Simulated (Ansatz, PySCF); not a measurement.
Gas-phase reaction in SMILES: [AsH3] (AsH3) -> [AsH3] (AsH3) as doublet, charge +1 + e-
Structures are relaxed separately at B3LYP-D3(BJ)/def2-TZVP in Ansatz (a first-principles code). A spin state is the lowest found, not a proven ground state.

Quantity: adiabatic ionisation energy (0 K, with B3LYP-D3(BJ) harmonic zero-point energies from PySCF), in eV. Cores are frozen in the correlated levels unless marked. Open shells are spin-unrestricted. Spin-orbit coupling is left out. The frozen core is the preceding noble-gas configuration, with the filled d and f shells of earlier blocks. No relativistic terms. FCI takes restricted orbitals. CBS marks a two-point X^-3 extrapolation of the correlation energy; Hartree-Fock from the larger set.

```csv
level,program,adiabatic ionisation energy (eV)
HF-D4/def2-TZVPD,PySCF + dftd4,___
CAM-B3LYP-D4/def2-TZVPD,Ansatz + dftd4,9.74
SCS-MP2/6-31G*,Ansatz,9.18
SCS-MP2/cc-pVTZ,Ansatz,9.49
SCS-MP2/aug-cc-pVQZ,Ansatz,9.58
CCSD/STO-3G,Ansatz,6.63
CCSD/cc-pVDZ,Ansatz,___
FCI/6-31G,Ansatz,8.88
"CCSD(T)/CBS(aug-cc-pVTZ,aug-cc-pVQZ)",Ansatz,___
```

Complete the blanks.


- HF-D4/def2-TZVPD, adiabatic ionisation energy (eV): 8.56
- CCSD/cc-pVDZ, adiabatic ionisation energy (eV): 9.35
- CCSD(T)/CBS(aug-cc-pVTZ,aug-cc-pVQZ), adiabatic ionisation energy (eV): 9.68
